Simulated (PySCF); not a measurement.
Two species compared at the same levels of theory.

First species: C4H14Si4.
SMILES: `C#C[Si@H](CC)[SiH2][SiH2][SiH3]`

Second species: C4H14Si4.
Z-matrix (Å and degrees, PBE0-D3(BJ)/def2-SVP geometry), rows numbered from 1:
```
C 
Si  1  1.8916
Si  2  2.3656  1  109.44
Si  3  2.3629  2   86.60  1   -86.35
Si  2  2.3675  1  111.10  3   -95.21
C   5  1.8749  2  112.24  1  -164.49
C   6  1.5101  5  121.27  2  -145.04
C   7  1.4920  6   60.39  5   110.50
H   1  1.1008  2  110.84  3   167.48
H   1  1.1010  2  110.34  3    47.85
H   1  1.1011  2  110.96  3   -72.00
H   2  1.4982  1  111.07  3   131.53
H   3  1.4978  2  112.11  1   162.51
H   3  1.4974  2  118.69  1    33.97
H   4  1.4993  3  108.68  2    84.33
H   4  1.4974  3  119.97  2  -149.56
H   5  1.4991  2  117.15  1   -34.14
H   6  1.0966  5  114.05  2    70.36
H   7  1.0947  6  118.29  8  -108.04
H   7  1.0935  6  117.56  8   108.64
H   8  1.0933  6  117.56  7  -108.78
H   8  1.0949  6  118.79  7   108.06
```

Levels: wB97X-D/def2-SVPD for dipole moment, HOMO energy, LUMO energy, HOMO–LUMO gap, static isotropic polarisability and electronic spatial extent ⟨r²⟩ about the centre of nuclear charge; TDDFT wB97X-D/def2-SVPD for lowest singlet excitation; TDA wB97X-D/def2-SVPD for lowest triplet excitation (Tamm–Dancoff); ΔSCF wB97X-D/def2-SVPD for vertical ionisation energy; PBE0-D3(BJ)/def2-SVP for rotational constant A and rotational constant C. Geometries: PBE0-D3(BJ)/def2-SVP. All species are isolated and taken at one optimised geometry, non-relativistic unless stated; the electronic structure was computed with PySCF and density fitting.

Dipoles, sizes and rotational constants follow the conformer. The torsions of the flexible species, by atom-mapped SMILES:
- `[CH:1]#[C:2][Si@H:3]([CH2:4][CH3:5])[SiH2:6][SiH2:7][SiH3:8]`: C2–Si3–C4–C5 -178°, C2–Si3–Si6–Si7 -46°, Si3–Si6–Si7–Si8 -48°
- `[CH3:1][Si@@H:2]1[SiH2:3][SiH2:4][Si@H:5]1[CH:6]1[CH2:7][CH2:8]1`: Si4–Si5–C6–C7 -50°

```csv
property,column X,column Y
dipole moment,1.06 D,0.80 D
HOMO energy,-9.23 eV,-8.68 eV
LUMO energy,1.28 eV,0.90 eV
HOMO–LUMO gap,10.51 eV,9.58 eV
lowest singlet excitation,5.85 eV,4.99 eV
lowest triplet excitation (Tamm–Dancoff),4.93 eV,4.71 eV
static isotropic polarisability,165.0 au,161.6 au
vertical ionisation energy,9.18 eV,8.61 eV
electronic spatial extent ⟨r²⟩ about the centre of nuclear charge,2642 bohr²,2109 bohr²
rotational constant A,1.244 GHz,1.420 GHz
rotational constant C,0.476 GHz,0.638 GHz
```

Q: Which column belongs to which species?

A: Column X is the first species and column Y the second. The first has 22 atoms and 94 electrons, the second 22 and 94.

Q: How does each property change from the first species to the second?

A: dipole moment -0.26 D; HOMO energy +0.55 eV; LUMO energy -0.38 eV; HOMO–LUMO gap -0.93 eV; lowest singlet excitation -0.86 eV; lowest triplet excitation (Tamm–Dancoff) -0.22 eV; static isotropic polarisability -3.4 au; vertical ionisation energy -0.57 eV; electronic spatial extent ⟨r²⟩ about the centre of nuclear charge -533 bohr²; rotational constant A +0.176 GHz; rotational constant C +0.162 GHz.

On the first: S1 lies 4.66 eV below the HOMO–LUMO gap; its leading configuration is HOMO→LUMO, weight 0.33. The dipole matches unit charges of opposite sign 0.22 Å apart (1 e·Å = 4.8032 D).

On the second: No computed singlet falls in the visible range (750 to 380 nm, 1.65 to 3.26 eV); S1 lies 1.73 eV above its blue end. S1 lies 4.59 eV below the HOMO–LUMO gap; its leading configuration is HOMO→LUMO, weight 0.93.
